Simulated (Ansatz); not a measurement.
`N=C([SiH3])[SiH3]`, relaxed with RKS PBE0-D4/def2-TZVP in the Gaussian-basis code of Ansatz from a PBE-D4/def2-SVP geometry. The force threshold is 0.005 eV/Å; the program also tests the step.

Charge 0, multiplicity 1.

Start:

```xyz
11

N     1.632    0.274    0.874
C     0.514    0.061    0.259
Si   -1.009    1.231    0.357
Si    0.412   -1.531   -0.805
H     1.589    1.159    1.423
H    -0.634    2.384    1.253
H    -2.200    0.505    0.924
H    -1.377    1.740   -1.011
H     0.096   -1.148   -2.228
H     1.704   -2.290   -0.741
H    -0.726   -2.383   -0.305
```

(1) By how much does the energy fall, and how many steps does the optimiser take? (Best estimate.)

(2) Which bonds change most? (An estimate is asked.)

(3) Give the relaxed structure. (Estimate.)

Answers

(1) Ansatz gave: 4.27 kJ/mol, in 6 steps.

(2) Ansatz gave: C2–Si3 from 1.923 to 1.900 Å; C2–Si4 from 1.917 to 1.898 Å; Si4–H11 from 1.507 to 1.488 Å; Si4–H9 from 1.507 to 1.488 Å.

(3) The calculation gave: 
```xyz
11

N     1.590    0.274    0.855
C     0.489    0.054    0.244
Si   -1.000    1.229    0.360
Si    0.412   -1.527   -0.803
H     1.559    1.144    1.399
H    -0.607    2.356    1.249
H    -2.178    0.517    0.924
H    -1.364    1.740   -0.988
H     0.107   -1.155   -2.211
H     1.699   -2.257   -0.719
H    -0.707   -2.375   -0.309
```
